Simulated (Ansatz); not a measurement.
Reaction (formal exchange of groups at a Ge–O bond): `[OH][GeH2][CH2]Cl` + `C=N` → `N=[CH][GeH2][CH2]Cl` + H₂O

Calculated with Ansatz (gas phase, PBE0-D4/def2-TZVP geometries, no zero-point term in ΔE). CCSD(T)/CBS is the MP2 limit (def2-TZVPP, def2-QZVPP) plus CCSD(T) − MP2 in def2-TZVPP, frozen cores. This one scheme is used for every species. Functionals use def2-TZVPP. B3LYP here is the variant with VWN-RPA as its local correlation; programs differ in this. For Ge outer-core shells are correlated without core-valence functions, which leaves a few kJ/mol of doubt a bond. Scalar relativity is left out up to krypton. Each species was taken in one conformer, which may not be the lowest.

`[OH][GeH2][CH2]Cl`:

```xyz
9

O     1.782   -0.299    0.703
Ge    0.589    0.664   -0.194
C    -1.024   -0.439   -0.409
Cl   -1.575   -0.960    1.207
H     1.409   -0.647    1.518
H     1.254    0.969   -1.542
H     0.219    1.940    0.584
H    -0.813   -1.336   -0.989
H    -1.842    0.108   -0.878
```

`C=N`:

```xyz
5

C    -0.365   -0.116    0.076
N     0.797   -0.301   -0.376
H    -0.715    0.812    0.543
H    -1.092   -0.927    0.009
H     1.375    0.532   -0.252
```

`N=[CH][GeH2][CH2]Cl`:

Cartesian coordinates in Å:
```
N 2.331 -0.318 1.078
C 1.345 -0.731 0.401
Ge -0.515 -0.104 0.577
C -1.116 0.648 -1.139
Cl -1.052 -0.610 -2.401
H 2.053 0.391 1.760
H 1.554 -1.495 -0.355
H -1.466 -1.250 0.956
H -0.518 0.995 1.661
H -2.143 1.007 -1.082
H -0.472 1.467 -1.456
```

H₂O:

Cartesian coordinates in Å:
```
O 0.291 -0.199 -0.165
H -0.650 -0.376 -0.233
H 0.358 0.575 0.398
```

| level | ΔE (kJ/mol) | difference from CCSD(T)/CBS |
| --- | --- | --- |
| PBE-D4 | 39.9 | -4.6 |
| r2SCAN-D4 | 48.8 | 4.3 |
| PBE0-D4 | 42.9 | -1.6 |
| B3LYP-D4 | 48.7 | 4.2 |
| ωB97M-V | 49.6 | 5.1 |
| B2PLYP | 53.0 | 8.5 |
| PBE | 43.0 | -1.5 |
| r2SCAN | 49.9 | 5.4 |
| PBE0 | 45.8 | 1.3 |
| HF/def2-TZVPP | 69.0 | 24.5 |
| MP2/def2-TZVPP | 47.1 | 2.6 |
| CCSD(T)/def2-TZVPP | 47.6 | 3.1 |
| MP2/def2-QZVPP | 45.6 | 1.1 |
| SCS-MP2/def2-QZVPP | 51.4 | 6.9 |
| HF/CBS(def2) | 69.7 | 25.2 |
| MP2/CBS(def2) | 44.1 | -0.4 |
| CCSD(T)/CBS | 44.5 | 0 |

Largest T1 diagnostic among the species: 0.012.

In def2-TZVPP, CCSD(T) changes the Hartree–Fock value by −21.4 kJ/mol (the triples alone add −2.6 kJ/mol) and MP2 by −21.8 kJ/mol. The D4 term adds −4.8 kJ/mol with B3LYP and −2.9 kJ/mol with PBE0; it sums over pairs of atoms, weighted by their polarisabilities, and B3LYP, whose exchange is more repulsive, gets the larger term.
